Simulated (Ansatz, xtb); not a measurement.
Spectroscopic constants of TaGe, multiplicity 4 (lowest of 2S+1 = 2, 4, 6, 8 at CCSD(T)/def2-TZVPP on PBE0 minima; our sources give no spin for the ground state, which may be another). No spin–orbit coupling. Ge is treated without relativity. The T1 diagnostic near the minimum is 0.057, so single-reference values are doubtful.

Constants: fifth-degree fit in 1/R to seven points, most abundant isotopes. In def2 and cc sets the state is the lowest found near the PBE0 minimum, followed along R.

The values were computed with Ansatz (a first-principles code) with Gaussian orbitals; xtb for the GFN methods.  In def2 rows elements past Kr take small-core potentials, without spin–orbit coupling. The GFN methods have no spin term and hold the electronic entropy of 300 K.

| level | r_e (Å) | ω_e (cm⁻¹) | ω_e x_e (cm⁻¹) | B_e (cm⁻¹) | dipole (D) |
|---|---|---|---|---|---|
| GFN1-xTB | 2.512 | 265 | 0.71 | 0.0509 | - |
| GFN2-xTB | 2.511 | 218 | 1.1 | 0.0509 | - |
| SVWN5/def2-TZVPP | 2.397 | 280 | 0.58 | 0.0559 | 2.13 |
